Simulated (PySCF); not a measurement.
Electron correlation in O (oxygen, neutral)

[He] 2s2 2p4, high-spin 3P determinant. All numbers are calculated (PySCF 2.14, scalar relativity by spin-free X2C-1e, in Sapporo-DZP-2012). Frozen: 1s2; 6 electrons correlated.

MP2 pair energies summed by pair of shells (mhartree):

| pair | energy | share (%) |
| --- | --- | --- |
| 2p-2p | -53.79 | 48.0 |
| 2s-2p | -49.96 | 44.6 |
| 2s-2s | -8.37 | 7.5 |

Total MP2 correlation energy: -112.12 mhartree.

Same-spin part -29.55 and opposite-spin part -82.56 mhartree; SCS-MP2 scales them by 1/3 and 6/5 to -108.93 mhartree.

```
  level  correlation energy (mhartree)
   CCSD                        -128.13
    (T)                          -0.95
CCSD(T)                        -129.08
```

Diagnostics: T1 = 0.0040, D1 = 0.0097, largest double amplitude 0.054.

Cost of the coupled-cluster step: 0.19 s of wall time on 1 thread of Neoverse-N1 (shared host), for 6 correlated electrons.

Iterations:

```
CC2 = 0
CCSD nocc = (np.int64(4), np.int64(2)), nmo = (17, 17)
frozen orbitals [[0], [0]]
max_cycle = 100
direct = 0
conv_tol = 1e-08
conv_tol_normt = 1e-06
diis_space = 8
diis_start_cycle = 0
Init t2, MP2 energy = -0.112115107906724
Init E_corr(UCCSD) = -0.112115107932471
cycle = 1  E_corr(UCCSD) = -0.124879867828543  dE = -0.0127647599  norm(t1,t2) = 0.0250387
cycle = 2  E_corr(UCCSD) = -0.127202895282924  dE = -0.00232302745  norm(t1,t2) = 0.00755424
cycle = 3  E_corr(UCCSD) = -0.128141773472925  dE = -0.00093887819  norm(t1,t2) = 0.00309873
cycle = 4  E_corr(UCCSD) = -0.128118285421741  dE = 2.34880512e-05  norm(t1,t2) = 0.000807564
cycle = 5  E_corr(UCCSD) = -0.128125833729962  dE = -7.54830822e-06  norm(t1,t2) = 0.000145554
cycle = 6  E_corr(UCCSD) = -0.12812562564336  dE = 2.08086601e-07  norm(t1,t2) = 2.30718e-05
cycle = 7  E_corr(UCCSD) = -0.128125759857746  dE = -1.34214386e-07  norm(t1,t2) = 2.8843e-06
cycle = 8  E_corr(UCCSD) = -0.128125736306639  dE = 2.3551107e-08  norm(t1,t2) = 4.01005e-07
cycle = 9  E_corr(UCCSD) = -0.128125737213154  dE = -9.06515113e-10  norm(t1,t2) = 6.59499e-08
UCCSD converged
E(UCCSD) = -74.96510489138292  E_corr = -0.1281257372131542
UCCSD(T) correction = -0.000949741127587661
```
